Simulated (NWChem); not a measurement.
**Basis-set convergence for H$_{3}$BOS$_{2}$**

SMILES: OB(S)S
```xyz
7

B     -0.0040    -0.3969     0.0000
O      0.0017    -1.7506     0.0000
H     -0.8655    -2.1641     0.0000
S     -1.4992     0.6531     0.0000
H     -2.4197    -0.3366     0.0000
S      1.6310     0.3981     0.0000
H      1.1825     1.6707     0.0000
```
Charge 0, spin multiplicity 1.

Everything below was run with NWChem. Structure: optimised with PBE0/def2-SVP, a minimum by its harmonic frequencies. It is one conformer; others weren't searched.

Quantity: LUMO energy at the level PBE0.

The Pople sets run with spherical d functions. The structure started from a generated list of species.

```csv
basis,functions,LUMO energy (eV)
6-31G*,70,0.24
def2-SVP,79,0.18
cc-pVDZ,79,0.11
def2-SVPD,121,-0.57
6-311++G**,125,-0.79
aug-cc-pVDZ,127,-0.77
aug-pcseg-1,127,-0.79
def2-TZVP,154,-0.25
pcseg-2,170,-0.48
def2-TZVPP,188,-0.25
```

Smallest basis within 0.2 eV of def2-TZVPP, the largest set run: def2-TZVP, with 154 functions against 188. def2-TZVPP isn't the basis-set limit itself, and a small set can land close by cancellation.
